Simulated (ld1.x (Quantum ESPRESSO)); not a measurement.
**u(r) = r·R(r): atom against pseudo-atom (Si (Z = 14))**

Columns: radius, all-electron u(r) and pseudo u(r) of the 3p shell (level -11.75 eV) of silicon in the configuration [Ne] 3s2 3p1; LDA (PZ), scalar-relativistic, RRKJ scheme, ld1.x (Quantum ESPRESSO) 7.5.

```csv
r (bohr),all-electron,pseudo
0.110,0.1337,-0.0040
0.220,0.2661,-0.0163
0.330,0.2995,-0.0372
0.440,0.2553,-0.0671
0.550,0.1661,-0.1063
0.660,0.0559,-0.1545
0.770,-0.0598,-0.2106
0.880,-0.1718,-0.2728
0.990,-0.2746,-0.3385
1.100,-0.3659,-0.4045
1.210,-0.4443,-0.4677
1.320,-0.5100,-0.5250
1.430,-0.5633,-0.5740
1.540,-0.6049,-0.6133
1.650,-0.6360,-0.6424
1.760,-0.6574,-0.6618
1.870,-0.6703,-0.6728
1.980,-0.6757,-0.6767
2.090,-0.6748,-0.6749
2.200,-0.6684,-0.6684
2.310,-0.6575,-0.6575
2.420,-0.6428,-0.6428
2.530,-0.6251,-0.6251
2.640,-0.6050,-0.6050
2.750,-0.5831,-0.5831
2.860,-0.5599,-0.5599
```

**Question.** How many radial nodes do the two functions have?

**Answer.** The all-electron 3p function has n − l − 1 = 1; the pseudo-wave has 0, since the states of the same l below it are removed with the core.

**Question.** At about which radius was the pseudo-wave matched?

**Answer.** 2.20 bohr. The columns agree to 0.0005 from 2.09 bohr on; several derivatives are matched, so the curves merge somewhat inside the radius.

**Question.** Is the pseudo-wave norm-conserving?

**Answer.** Yes: the RRKJ scheme keeps the norm inside the radius equal to the all-electron one, which fixes the energy derivative of the logarithmic derivative at the level.
